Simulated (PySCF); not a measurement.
RuOCl, quartet: computed properties

These are results of UPBE0/[Ru def2-TZVP with ECP28, O def2-TZVP, Cl def2-TZVP], scalar-relativistic core potentials, density fitting, no spin–orbit coupling, PySCF, not measurements.

The structure is a minimum.

```xyz
3
charge 0 multiplicity 4, angstrom
Ru    0.0001   -0.2659   -0.3276
O    -0.0002    0.6213   -1.7383
Cl   -0.0001    0.4906    1.7499
```

```json
{
  "Point group": "Cs",
  "Bond lengths": "Ru–Cl 2.211 Å, Ru–O 1.666 Å",
  "Bond angles": "Cl–Ru–O 127.8°",
  "Principal quadrupole moments (Buckingham, traceless) about the centre of mass": "-6.79, 2.64, 4.15 D Å",
  "Spin squared ⟨S²⟩": "3.768",
  "Highest occupied level (α)": "-7.40 eV",
  "Dipole moment": "2.50 D",
  "Lowest empty level (β)": "-3.72 eV",
  "Zero-point energy": "9.2 kJ/mol",
  "Rotational symmetry number": "1",
  "Entropy at 298.15 K and 1 bar (electronic part: spin only)": "302.9 J/(mol K)",
  "Rotational constants": "0.9049, 0.09944, 0.0896 cm⁻¹",
  "Enthalpy at 298.15 K above 0 K": "12.55 kJ/mol",
  "Principal polarisabilities": "34.7, 42.6, 69.6 bohr³",
  "Atomisation energy without zero-point energy": "799 kJ/mol",
  "Heat capacity Cp at 298.15 K": "49.0 J/(mol K)"
}
```

Harmonic modes (masses in u: Ru 101.904, O 15.995, Cl 34.969):
| symmetry | ω (cm⁻¹) | IR (km/mol) |
| --- | --- | --- |
| a' | 141 | 12.0 |
| a' | 404 | 48.0 |
| a' | 998 | 125 |

Charges (e):
| atom | Mulliken | Löwdin | polar tensor | spin (Mulliken) | Mayer order to Ru1 |
| --- | --- | --- | --- | --- | --- |
| Ru1 | 0.92 | 0.27 | 1.21 | 2.47 | – |
| O2 | -0.52 | -0.26 | -0.67 | 0.48 | 1.90 |
| Cl3 | -0.39 | -0.01 | -0.54 | 0.05 | 1.00 |

Mulliken populations on Ru1 (electrons outside its core potential): s 2.45, p 6.22, d 6.40, f 0.02.

Outer orbital energies (eV). α occupied: -12.43, -10.89, -10.79, -9.74, -9.06, -8.48, -7.51, -7.40; empty: -3.59, -1.38, -0.03, 1.03. β occupied: -22.66, -12.05, -11.79, -10.62, -10.38, -9.46, -9.41, -7.60; empty: -3.72, -3.62, -2.83, -2.68.

Formally Ru is in oxidation state +3, d5, with 3 unpaired electrons (the high-spin count would be 5). The Mulliken spin on Ru is 2.47. The polar-tensor charge on Ru, 1.21, is far below the formal one.

This need not be the most stable arrangement of these atoms. Open d and f shells are described by one determinant, and the ground state may have another occupation or spin.

The final relaxation and frequency run took 40 s on 4 threads of a shared Arm Neoverse V1 host, with 108 basis functions and 13 gradients; the process peaked at 1.1 GiB. Launch command: `OMP_NUM_THREADS=4 python axn.py task.json out`.
